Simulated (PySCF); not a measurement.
Match the calculated data to a structure.

All candidates are C5H8OSSi.

| technique | computed result |
| --- | --- |
| Dipole | 1.35 D [CAM-B3LYP/def2-SVPD] |
| UV, strongest line | among the 8 lowest singlet transitions: S6 at 6.60 eV (188 nm, f = 0.024) [TDDFT CAM-B3LYP/def2-SVPD] |
| Rotational structure | rotational constants A, B, C: 2.332, 0.933, 0.895 GHz [GFN2-xTB] |
| 1H NMR | chemical shifts (computed TMS as zero) by class: 5.57 (1 H), 5.56 (1 H), 4.49 (1 H), 3.86 (1 H), 3.82 (1 H), 2.04 (3 H) ppm [GIAO PBE0/pcSseg-1] |
| NMR, other nuclei | isotropic shieldings of nuclei other than C and H, by class: 302 (1 O), 346 (1 Si), 572 (1 S) ppm [GIAO PBE0/pcSseg-1] |
| 13C NMR | chemical shifts (computed TMS as zero) by class: 91.0 (1 C), 86.0 (1 C), 77.1 (1 C), 42.5 (1 C), 5.0 (1 C) ppm [GIAO PBE0/pcSseg-1] |

Electronic properties: PySCF, gas phase, density fitting. Levels stand in brackets. The structure is a single GFN2-xTB conformer in the gas phase; no vibrational or solvent corrections. NMR classes are plain means over equivalent atoms (diastereotopic ones count apart unless rotation or inversion swaps them), as if these changed places fast.

Question: Which candidate is it?
A. `C=C1C=C(SC)O[SiH2]1`
B. `CC#C[C@@H]1CO[SiH2]S1`
C. `C[SiH2]c1ccc(S)o1`
D. `C=C(C)[Si@H]1OC=CS1`

Answer: B. It is `CC#C[C@@H]1CO[SiH2]S1`. Numbering: `[CH3:1][C:2]#[C:3][C@@H:4]1[CH2:5][O:6][SiH2:7][S:8]1`. Its formula, C5H8OSSi, gives 3 degrees of unsaturation: 1 ring and 2 π bonds in the structure found. 5 carbons fall into 5 classes; from least to most shielded: alkyne carbon [C2] (91.0 ppm), alkyne carbon [C3] (86.0 ppm), ring sp3 carbon bound to oxygen [C5] (77.1 ppm), ring sp3 carbon bound to sulfur [C4] (42.5 ppm), propargylic carbon [C1] (5.0 ppm). Hydrogen classes from least to most shielded: 1 H on an oxygen-bound silicon, Si7 (5.57 ppm), 1 H on an oxygen-bound silicon, Si7 (5.56 ppm), 1 H on an sp3 carbon bound to oxygen, C5 (4.49 ppm), 1 H on an sp3 carbon bound to oxygen, C5 (3.86 ppm), 1 H on an sp3 carbon bound to sulfur, C4 (3.82 ppm), 3 H on a propargylic carbon, C1 (2.04 ppm). The other shieldings belong to: 302 ppm, silyl ether oxygen [O6]; 346 ppm, oxygen-bound silicon [Si7]; 572 ppm, sulfur bonded to C and Si [S8]. The optimised geometry has point group C1 and is an asymmetric top.

The others, at the same levels:
- `C[SiH2]c1ccc(S)o1` fails: its computed 13C shifts are 156.6 (1 C), 155.6 (1 C), 131.5 (1 C), 111.2 (1 C), -5.5 (1 C) ppm, 1H shifts are 7.00 (1 H), 6.29 (1 H), 4.62 (2 H), 4.25 (1 H), 0.34 (3 H) ppm and strongest line among the 8 lowest singlet transitions is S2 at 5.26 eV (236 nm, f = 0.401) (against S6 at 6.60 eV).
- `C=C(C)[Si@H]1OC=CS1` fails: its computed 13C shifts are 150.3 (1 C), 147.3 (1 C), 137.4 (1 C), 108.3 (1 C), 24.2 (1 C) ppm, 1H shifts are 6.68 (1 H), 6.29 (1 H), 6.24 (1 H), 5.80 (1 H), 5.57 (1 H), 2.02 (3 H) ppm and rotational constant A is 2.677 GHz (against 2.332 GHz).
- `C=C1C=C(SC)O[SiH2]1` fails: its computed 13C shifts are 172.4 (1 C), 150.1 (1 C), 119.1 (1 C), 111.9 (1 C), 17.9 (1 C) ppm, 1H shifts are 6.01 (1 H), 5.86 (1 H), 5.30 (2 H), 5.19 (1 H), 2.38 (3 H) ppm and rotational constant A is 3.197 GHz (against 2.332 GHz).

Each candidate is one conformer, not necessarily the lowest. The conformers computed, where there is a choice (atom-mapped SMILES and torsion angles):
- `[CH3:1][SiH2:2][c:3]1[cH:4][cH:5][c:6]([SH:7])[o:8]1`: C1–Si2–C3–C4 -126°, H–S7–C6–C5 180°
- `[CH2:1]=[C:2]([CH3:3])[Si@H:4]1[O:5][CH:6]=[CH:7][S:8]1`: C1–C2–Si4–O5 -17°
- `[CH2:1]=[C:2]1[CH:3]=[C:4]([S:5][CH3:6])[O:7][SiH2:8]1`: C3–C4–S5–C6 180°

The conformers of `CC#C[C@@H]1CO[SiH2]S1` aren't listed.
